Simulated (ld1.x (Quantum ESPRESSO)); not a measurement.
## Before and after: PAW potential for antimony (Sb)

```
Element                 : antimony (Sb)
Generator               : ld1.x (Quantum ESPRESSO) 7.5
Type                    : PAW
Functional              : PW91
Relativity              : scalar-relativistic
Frozen core             : [Kr]
Valence charge          : 15
Reference configuration : 4d10 5s2 5p3
Partial waves           : 5s (bound): rcut 1.50, rcutus 2.10 bohr; 5s channel at -0.15 Ry: rcut 1.50, rcutus 2.10 bohr; 5p (bound): rcut 2.00, rcutus 2.65 bohr; 5p channel at 0.1 Ry: rcut 2.00, rcutus 2.65 bohr; 4d (bound): rcut 1.10, rcutus 1.30 bohr; 4d channel at 1.2 Ry: rcut 1.10, rcutus 1.30 bohr; 4f channel at 0.4 Ry: rcut 1.80, rcutus 2.30 bohr
Local potential         : all-electron potential smoothed inside 1.60 bohr (lloc = -1)
Core correction         : Bessel-smoothed model core inside 1.20 bohr
Augmentation charge     : BG, radius 0.90 bohr
```

All-electron outer shells of the reference configuration (PW91, scalar-relativistic, ld1.x):

```json
{"shell": "4s", "level (eV)": "-148.86", "outermost node (bohr)": "0.39", "outermost maximum (bohr)": "0.73"}
{"shell": "4p", "level (eV)": "-101.81", "outermost node (bohr)": "0.39", "outermost maximum (bohr)": "0.76"}
{"shell": "4d", "level (eV)": "-33.54", "outermost node (bohr)": "0.38", "outermost maximum (bohr)": "0.84"}
{"shell": "5s", "level (eV)": "-12.90", "outermost node (bohr)": "0.95", "outermost maximum (bohr)": "1.90"}
{"shell": "5p", "level (eV)": "-4.88", "outermost node (bohr)": "1.04", "outermost maximum (bohr)": "2.32"}
```

Change: waves 4d (bound): rcut 1.10, rcutus 1.72 bohr; 4d channel at 1.2 Ry: rcut 1.10, rcutus 1.72 bohr.

Cutoffs: the cutoffs (Ry, on a coarse ladder) from which the occupation-weighted sum of valence levels, in a spherical-Bessel basis at the reference potential, stays within 10 and 1 mRy of its value at 400 Ry; they do not see the model core or the augmentation charge, which bear on the density cutoff. Errors are all-electron minus pseudo energies relative to the spin-unpolarised reference configuration.

Question: How do hardness, ghosts and transferability respond?

Answer: The potential gets softer (90 Ry and 160 Ry → 40 Ry and 80 Ry); both files keep a bound ghost (s); the number of tests with a reliable result goes from 7 to 4 (the test run of the changed file stopped, so its transferability is not established); of the 4 tests that both files solve, the error grows in 3 and shrinks in 0 by more than 15 % and 0.3 meV (median size 6.1 → 6.9 meV). A larger radius leaves more room for a smooth pseudo-wave, so fewer plane waves are needed. More of the atom is replaced by a form fitted at one configuration, so other configurations suffer.

```tsv
quantity	base	changed
cutoff, loose	90 Ry	40 Ry
cutoff, tight	160 Ry	80 Ry
loose cutoff by channel (10 mRy a level)	s 6 Ry, p 6 Ry, d 55 Ry	s 6 Ry, p 6 Ry, d 30 Ry
bound ghosts	s	s
tests with a reliable result	7 of 7	4 of 7 (the test run stopped)
error for 4d10 5s2 5p2, meV [ΔE 8.38 eV]	+1.0	-2.4
error for 4d10 5s2 5p1, meV [ΔE 24.42 eV]	+11	-11
error for 4d10 5s2 5p0, meV [ΔE 48.93 eV]	+28	-42
error for 4d10 5s2 5p2.5, meV [ΔE 3.29 eV]	-0.1	-0.9
s: phases at 2.89 bohr within 0.05 rad from the reference energy up to (Ry; the scan ends near 5)	to the end of the scan	to the end of the scan
p: phases at 2.89 bohr within 0.05 rad from the reference energy up to (Ry; the scan ends near 5)	2.4	2.4
d: phases at 2.89 bohr within 0.05 rad from the reference energy up to (Ry; the scan ends near 5)	to the end of the scan	4.7
f: phases at 2.89 bohr within 0.05 rad from the reference energy up to (Ry; the scan ends near 5)	1.2	1.2
lowest overlap eigenvalue by channel	s 0.30, p 0.45, d 0.62, f 1.00	s 0.30, p 0.45, d 0.11, f 1.00
```

Base: ld1.x warns that Blöchl-style (BG) augmentation functions are not a good idea. Changed file: ld1.x warns that Blöchl-style (BG) augmentation functions are not a good idea. A true bound ghost makes a file unfit for plane-wave use even where its test errors are small: the radial tests pick states by their node count and pass the ghost by.
